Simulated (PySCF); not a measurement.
BeHI, SMILES [BeH][I].

Coordinates come from a r2SCAN-D4/def2-TZVPD optimisation. The def2 effective core potentials stand for the cores of I; spin–orbit coupling is left out.

Calculation: TDA-M06-2X/def2-TZVPD in PySCF.

Vertical excitations; the highest root listed may be one member of a degenerate set. Gas-phase values at a fixed geometry. State labels are in the subgroup C2v.

```csv
state,symmetry,energy (eV),λ (nm),f,main pairs
S1,A2,5.89,211,0.000,"HOMO→LUMO 47 %, HOMO−1→LUMO+1 47 %"
S2,A1,6.10,203,0.000,"HOMO−1→LUMO, HOMO→LUMO+1 (degenerate set)"
S3,A2,6.10,203,0.000,"HOMO−1→LUMO+1, HOMO→LUMO (degenerate set)"
S4,B2,6.77,183,0.017,"HOMO−2→LUMO+1, HOMO→LUMO+2 (degenerate set)"
S5,B1,6.77,183,0.017,"HOMO−2→LUMO, HOMO−1→LUMO+2 (degenerate set)"
S6,B1,6.88,180,0.089,"HOMO−2→LUMO, HOMO−1→LUMO+2 (degenerate set)"
S7,B2,6.88,180,0.089,"HOMO−2→LUMO+1, HOMO→LUMO+2 (degenerate set)"
S8,A1,6.98,178,0.209,"HOMO→LUMO+1 42 %, HOMO−1→LUMO 42 %"
S9,B1,8.01,155,0.020,"HOMO−1→LUMO+3, HOMO−1→LUMO+9, HOMO−1→LUMO+6 (degenerate set)"
S10,B2,8.01,155,0.020,"HOMO→LUMO+3, HOMO→LUMO+9, HOMO→LUMO+6 (degenerate set)"
T1,A1,5.60,222,0,"HOMO→LUMO+1 45 %, HOMO−1→LUMO 45 %"
T2,A1,5.87,211,0,"HOMO−1→LUMO, HOMO→LUMO+1 (degenerate set)"
T3,A2,5.87,211,0,"HOMO→LUMO, HOMO−1→LUMO+1 (degenerate set)"
T4,A2,5.89,211,0,"HOMO−1→LUMO+1 47 %, HOMO→LUMO 47 %"
```
Triplets are in the Tamm–Dancoff approximation.
